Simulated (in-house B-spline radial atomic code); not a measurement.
The numbers below are computed, except where a source is named.
Building a PAW p channel for C, r_c = 1.49 bohr

C, [He] 2s2 2p2, non-relativistic PBE, spherical and spin-unpolarised, from an all-electron radial atomic-structure program (B-spline basis) (atomic units; all potentials screened as in the neutral atom).

Two all-electron partial waves φ1, φ2 are integrated outwards at E1 = ε(2p) = -0.194353 and E2 = E1 + 0.5 hartree; φ1 is the bound orbital and φ2 has unit norm inside r_c = 1.4943 bohr. Smooth partners are polynomials, r^2(a0 + a1 r² + a2 r⁴ + a3 r⁶), matched to φ and three derivatives at r_c, with no condition on the norm. The local potential is -4.69359 + (4.27717) r² + (-1.78564) r⁴ + (0.285968) r⁶ inside 1.2235 bohr and the all-electron one outside.

```json
{"wave": "1", "φ(r_c)": "0.684893", "φ'(r_c)": "-0.1481735", "a0": "1.268746", "a1": "-0.8277061", "a2": "0.2339886", "a3": "-0.02519207"}
{"wave": "2", "φ(r_c)": "0.6800354", "φ'(r_c)": "-1.122005", "a0": "2.179352", "a1": "-1.620608", "a2": "0.4598973", "a3": "-0.04932193"}
```

Inside r_c the overlaps are <φi φj> = [[0.45648, 0.66769], [0.66769, 1.00000]] and, for the smooth waves, [[0.36621, 0.50677], [0.50677, 0.71460]]. With χj = (Ej − T − V_local) applied to smooth wave j, the program's quadrature gives the matrix B_ij = <smooth i, χj> as [[-0.12914, -0.26235], [-0.18189, -0.37173]].

Check the match of the first wave, and find the augmentation charges q_ij.

At r_c the four terms are 2.83302, -4.12693, 2.60508, -0.62628, which sum to 0.6849, φ1(r_c) to rounding. q_ij is the all-electron overlap less the smooth one: [[0.09027, 0.16092], [0.16092, 0.28540]]. The smooth first wave has a norm of 0.3662 inside r_c against 0.4565, and q11 > 0 puts back the missing charge.

B isn't symmetric. Show that D_ij = B_ij + Ej q_ij is.

Integrating by parts gives B12 − B21 = (E1 − E2) q12: -0.26235 − (-0.18189) = -0.08046, and −0.5 × (0.16092) = -0.08046. So D12 = -0.26235 + (0.305647)(0.16092) = -0.21317 and D21 = -0.18189 + (-0.194353)(0.16092) = -0.21317; D11 = -0.14668, D22 = -0.28449. The projectors, p = (B⁻¹)ᵀ χ, are dual to the smooth waves; det B = 0.00029, small beside B11 B22, as the two smooth waves look alike inside r_c.

Solving (T + V_local + Σ p D p) ψ = E (1 + Σ p q p) ψ in a sphere of 9 bohr, whose wall lifts the free-atom level a little, gives these levels:

```tsv
all-electron	one projector	two projectors
-0.194291	-0.194291	-0.194291
0.087496	0.088068	0.087496
0.364575	0.368277	0.364575
0.779066	0.792497	0.779073
1.324510	1.358550	1.324610
```

What does the second projector gain?

With one projector the errors are 0.00, +0.57, +3.70, +13.43, +34.04 millihartree. With two the errors are 0.00, 0.00, 0.00, +0.01, +0.10 millihartree. The scattering is exact at E1 and at E2 = 0.306, and over all levels compared the largest error is 0.1 millihartree. The lowest eigenvalue of the overlap operator is 1 with one and 0.9464 with two projectors. The smooth orbital alone needs a cutoff of 10.8 hartree for 1 millihartree of kinetic energy, against 22 for a norm-conserving Troullier-Martins orbital of the same radius; part of the gain comes from giving up the norm, part from the simpler form.
